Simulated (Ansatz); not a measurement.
A nudged elastic band was laid between two geometries of BH₅N₂O (9 atoms, charge 0, multiplicity 1).

The calculation used RKS PBE0-D4/cc-pVDZ (Ansatz).

```json
{
 "movable images": "2",
 "climbing image": "no",
 "spring": "5.0 eV/Å²",
 "optimiser": "quadratic models (default)",
 "start path": "IDPP",
 "force threshold": "0.05 eV/Å",
 "iteration limit": "60",
 "end points": "relaxed"
}
```

Initial state:

```xyz
9
Properties=species:S:1:pos:R:3
N -0.401 0.850 -0.830
B -0.087 -0.094 0.197
N 1.156 -0.781 0.226
O -0.973 -0.377 1.226
H -1.358 1.116 -1.017
H 0.170 0.912 -1.662
H 1.434 -1.279 1.059
H 1.930 -0.532 -0.370
H -1.782 0.138 1.154
```

Final state:

```xyz
9
Properties=species:S:1:pos:R:3
N -0.400 0.849 -0.831
B -0.087 -0.093 0.198
N 1.153 -0.785 0.224
O -0.971 -0.370 1.230
H 0.167 0.905 -1.666
H -1.356 1.122 -1.014
H 1.431 -1.284 1.057
H 1.928 -0.538 -0.373
H -1.778 0.146 1.158
```

Q: Which bonds break or form, and what moves?

A: No bond is made or broken. The height of N1 over the plane of its neighbours goes from -0.17 to 0.17 Å. The two ends are copies of one structure, up to a mirror image or an exchange of like atoms.

Q: Give the energies along the band, and the barrier.

A: The forces met the threshold. The highest image is number 2 of 0 to 3, 6.4 kcal/mol above the ends, which have the same energy within 2 meV. No image climbed, so the highest image needn't sit at the top of the path. So few images can step over the top or miss a turn of the path.

```
image  path coordinate (Å)  energy (kcal/mol)  height of N1 over the plane of its neighbours (Å)
    0                 0.00                0.0                                              -0.17
    1                 1.19                5.1                                              -0.33
    2                 2.37                6.4                                               0.06
    3                 3.56                0.0                                               0.17
```

Q: What is the geometry of the highest image?

A: 
```xyz
9
Properties=species:S:1:pos:R:3:forces:R:3
N -0.345 0.757 -0.929 -0.02 -0.03 -0.01
B -0.009 -0.008 0.252 0.03 -0.03 -0.01
N 0.748 -1.193 0.134 -0.05 -0.05 -0.02
O -0.400 0.370 1.527 0.10 0.08 0.01
H -0.892 0.378 -1.686 0.19 -0.11 -0.14
H -0.199 1.751 -1.001 -0.24 0.18 0.14
H 1.000 -1.758 0.931 -0.04 -0.04 0.01
H 1.271 -1.387 -0.707 -0.01 -0.04 0.01
H -1.085 1.043 1.462 0.05 0.03 0.00
```

Time of the run: 39 s on 1 thread of Arm Neoverse V1, with other jobs on the host, peak memory 0.15 GiB.
